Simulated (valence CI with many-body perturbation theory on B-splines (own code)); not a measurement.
**E1 line list for V9+**

Computed by relativistic CI+MBPT: four valence electrons over a frozen Dirac-Fock core [Ne], a basis of 11 s, 11 p, 9 d, 7 f, 5 g, 2 h, 1 i functions for each j, with the one-electron correlation potential Σ1 (screened to all orders), the two-electron term Σ2, the three-electron term Σ3, Breit, model QED; selected single and double excitations, second order for the rest, scaled by the run's own slope (own B-spline code, finite nucleus).

No measured spectrum was set against this ion. As an estimate, levels of excited configurations hold to 0.05 to 0.15 % of their energy, terms of the ground configuration to about 0.5 %.

Lines 201 to 227 of 227 in falling wavelength, among levels below 646750 cm⁻¹, chosen from the strongest by gf and those to the six lowest levels. Wavelengths and rates use the calculated energies, so an error of 100 cm⁻¹ moves a line at 24.73 nm by 0.025 % and its rate by three times that or more. Electric multipoles are in the length gauge, E1 and E2 with the static RPA response of the core. Weak lines are less certain than strong ones. Lines between different terms over intervals too small for the method are left out, as are lines whose strength nearly cancels. The highest levels of a list are the least certain.

Names give the largest LS component (configuration and term), which can be under half, so a name can repeat, a term be missing and a line seem to break the LS rules; names also repeat where a configuration has a term twice. Letters in brackets count levels of one name in rising energy.

```
λ vac (nm)             Upper        Lower   A (s⁻¹)  S (a.u.)
     24.73  3s3p²3d ³D_2 [b]  3s3p³ ³D°_2  2.68e+09  1.00e-01
     24.72  3s3p²3d ³D_2 [b]  3s3p³ ³D°_1  3.86e+09  1.44e-01
     24.68  3s3p²3d ³P_2 [a]  3s3p³ ⁵S°_2  2.78e+08  1.03e-02
     24.64  3s3p²3d ³D_3 [b]  3s3p³ ³D°_3  1.31e+09  6.79e-02
     24.57  3s3p²3d ³D_3 [b]  3s3p³ ³D°_2  3.69e+09  1.89e-01
     24.53     3s²3p3d ¹F°_3  3s²3p² ¹D_2  5.53e+10  2.82e+00
     24.40  3s3p²3d ³P_1 [a]  3s3p³ ⁵S°_2  1.35e+08  2.90e-03
     23.89     3s²3p3d ¹P°_1  3s²3p² ¹D_2  6.17e+07  1.24e-03
     23.44      3s3p²3d ³G_3  3s3p³ ⁵S°_2  2.59e+04  1.15e-06
     23.22     3s²3p3d ¹F°_3  3s²3p² ³P_2  1.14e+09  4.94e-02
     22.92  3s3p²3d ³D_1 [a]  3s3p³ ⁵S°_2  5.98e+06  1.07e-04
     22.90  3s3p²3d ³D_2 [a]  3s3p³ ⁵S°_2  4.57e+07  1.35e-03
     22.88  3s3p²3d ³D_3 [a]  3s3p³ ⁵S°_2  1.57e+08  6.50e-03
     22.64     3s²3p3d ¹P°_1  3s²3p² ³P_2  2.18e+05  3.74e-06
     22.47      3s3p²3d ¹F_3  3s3p³ ⁵S°_2  2.73e+06  1.07e-04
     22.37     3s²3p3d ¹P°_1  3s²3p² ³P_1  5.07e+07  8.40e-04
     22.16     3s²3p3d ¹P°_1  3s²3p² ³P_0  1.65e+08  2.66e-03
     21.84  3s3p²3d ³F_2 [b]  3s3p³ ⁵S°_2  6.62e+05  1.70e-05
     21.71  3s3p²3d ³F_3 [b]  3s3p³ ⁵S°_2  5.59e+06  1.97e-04
     21.61  3s3p²3d ³D_1 [b]  3s3p³ ⁵S°_2  8.47e+05  1.26e-05
     21.54  3s3p²3d ³D_2 [b]  3s3p³ ⁵S°_2  6.45e+06  1.59e-04
     21.45      3s3p²3d ¹P_1  3s3p³ ⁵S°_2  2.30e+04  3.36e-07
     21.43  3s3p²3d ³D_3 [b]  3s3p³ ⁵S°_2  3.01e+07  1.02e-03
     21.26  3s3p²3d ³P_1 [b]  3s3p³ ⁵S°_2  8.70e+06  1.24e-04
     21.18  3s3p²3d ³P_2 [b]  3s3p³ ⁵S°_2  2.08e+07  4.86e-04
     20.76      3s3p²3d ³S_1  3s3p³ ⁵S°_2  1.57e+06  2.08e-05
     20.62  3s3p²3d ³D_1 [c]  3s3p³ ⁵S°_2  1.24e+05  1.61e-06
```
